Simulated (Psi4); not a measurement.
Complex: NH3 (SMILES N) (first 4 atoms) with N2 (SMILES N#N); geometry from B3LYP-D3(BJ)/def2-TZVP, rigid monomers moved along the line of their centres of mass till H4···N6 is 3.03 Å.
(charge 0, multiplicity 1):
```csv
atom,x (Å),y (Å),z (Å)
N,-0.0768,-0.1184,-0.3546
H,0.8808,0.1503,-0.5493
H,-0.6597,0.6904,-0.5370
H,-0.1392,-0.3191,0.6367
N,-0.0085,-0.0503,4.7473
N,-0.0670,-0.1886,3.6670
```

The numbers are results of SAPT0/jun-cc-pV(D+d)Z (Psi4 1.11), not measurements.

### Question
Which attractive term is largest, and how does the interaction split up?

### Answer
electrostatics -0.32, exchange 0.22, induction -0.04, dispersion -0.26, total -0.40 kcal/mol; the largest attraction is electrostatics.
